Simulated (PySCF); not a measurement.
Gas-phase reaction: 3 Cd + 4 C3H6 (cyclic) = 3 Cd(CH3)2 + 3 C2H2 (acetylene)

Computed with PySCF and rigid-rotor harmonic-oscillator thermochemistry at 1 bar. † marks an energy on the PBE0/def2-TZVP geometry and frequencies; other levels use their own. CCSD(T) freezes the core. All species are closed-shell singlets. B3LYP is the form with VWN-RPA correlation. Cd: scalar-relativistic def2 core potential, no spin-orbit coupling. Methyl groups turn as free rotors in Cd(CH3)2. CCSD(T) isn't extrapolated to the basis-set limit; its ΔH°(298 K) is 536.9 kJ in def2-SVP and 462.0 kJ in def2-TZVPP. The harmonic model lacks anharmonicity and excited electronic states, which grow with temperature; levels with a mode under 35 cm⁻¹ are left out.

```csv
level,"ΔE electronic, kJ","ΔH°(298 K), kJ","ΔS°(298 K), J/K","ΔG°(2000 K), kJ"
B3LYP/def2-TZVP†,592,518,57,314
CCSD(T)/def2-TZVPP†,535,462,57,257
HF/def2-TZVP†,632,559,57,354
PBE/def2-SVP,689,624,58,426
PBE0/def2-SVP†,735,662,57,457
r2SCAN/def2-TZVP†,572,499,57,294
LDA/def2-TZVP†,665,592,57,387
ωB97M-V/def2-TZVP†,545,472,57,267
ωB97X-V/def2-TZVP†,588,515,57,310
```
ΔH° is lowest at CCSD(T)/def2-TZVPP† and highest at PBE0/def2-SVP†. No reference value is set beside these.
